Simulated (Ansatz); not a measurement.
BrHSe (SMILES [SeH]Br) moved off its minimum; all values from Ansatz (an electronic-structure program), cores frozen in correlated methods.
(charge 0, multiplicity 1)
```xyz
3

Se    -0.5262    -0.4534     0.7063
H     -1.7594    -1.0530    -0.3086
Br     0.6959     0.5585    -0.5349
```

```csv
level,largest force (eV/Å),on atom,rms difference from CCSD(T)/aug-cc-pVTZ (eV/Å),dipole (D)
HF/def2-TZVPP,10.16,Se1,0.313,0.57
PBE/def2-TZVPP,9.39,Se1,0.260,0.39
r2SCAN/def2-TZVPP,9.27,Se1,0.329,0.45
B3LYP/def2-TZVPP,9.68,Se1,0.129,0.40
wB97M-V/def2-TZVPP,9.54,Se1,0.272,0.47
MP2/aug-cc-pVTZ,9.85,Se1,0.170,0.47
CCSD(T)/aug-cc-pVTZ,9.97,Se1,0.000,0.42
```

The differences count from one level among others, with limits of its own. Forces at CCSD(T)/aug-cc-pVTZ (eV/Å):

```json
[
 {"atom": "Se1", "Fx": "-7.229", "Fy": "-5.406", "Fz": "4.225"},
 {"atom": "H2", "Fx": "1.990", "Fy": "1.018", "Fz": "1.368"},
 {"atom": "Br3", "Fx": "5.238", "Fy": "4.388", "Fz": "-5.593"}
]
```
